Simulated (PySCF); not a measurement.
# allylcyclopentane, C8H14

Geometry (Å), atoms numbered from 1 in this order:
```xyz
22

C     3.245   -1.008   -0.327
C     2.223   -0.443   -0.972
C     1.356    0.652   -0.437
C    -0.114    0.257   -0.323
C    -1.034    1.367    0.181
C    -2.334    0.644    0.548
C    -1.914   -0.798    0.924
C    -0.402   -0.876    0.664
H     3.532   -0.682    0.678
H     3.834   -1.812   -0.777
H     1.968   -0.805   -1.977
H     1.433    1.532   -1.102
H     1.726    0.972    0.553
H    -0.470   -0.056   -1.324
H    -0.579    1.823    1.079
H    -1.178    2.176   -0.551
H    -2.879    1.152    1.358
H    -3.012    0.629   -0.320
H    -2.157   -1.043    1.969
H    -2.454   -1.530    0.304
H    -0.071   -1.860    0.299
H     0.161   -0.680    1.593
```

Computed with PySCF, quadratic response CAM-B3LYP/aug-cc-pVDZ first hyperpolarisability, Taylor convention, gas phase. Geometry: PBE0-D3(BJ)/def2-SVP.

Give β for the processes computed.

In au, Taylor convention; the vector part is βᵢ = ⅓ Σⱼ (βᵢⱼⱼ + βⱼᵢⱼ + βⱼⱼᵢ); β∥ is 3/5 of the vector part along the dipole, the dipole points from − to +:
```
                   process  λ (nm)  β vector norm    β∥  β HRS  depolarisation ratio
           static β(0;0,0)       ∞           90.2  51.4   37.9                  4.77
second harmonic β(−2ω;ω,ω)    1907           95.5  54.4   40.0                  4.79
         Pockels β(−ω;ω,0)    1907           91.9  52.4      –                     –
second harmonic β(−2ω;ω,ω)    1064          109.0  62.3   45.6                  4.83
         Pockels β(−ω;ω,0)    1064           95.9  54.7      –                     –
```

Which lowest excitations, dipole and polarisabilities go with it?

S1 6.55 eV (f = 0.031); S2 6.87 eV (f = 0.004); S3 7.01 eV (f = 0.276); dipole 0.44 D; isotropic α 96.3 au static, 96.6 au at 1907 nm, 97.1 au at 1064 nm, 97.3 au at 953.5 nm, 99.6 au at 532 nm.
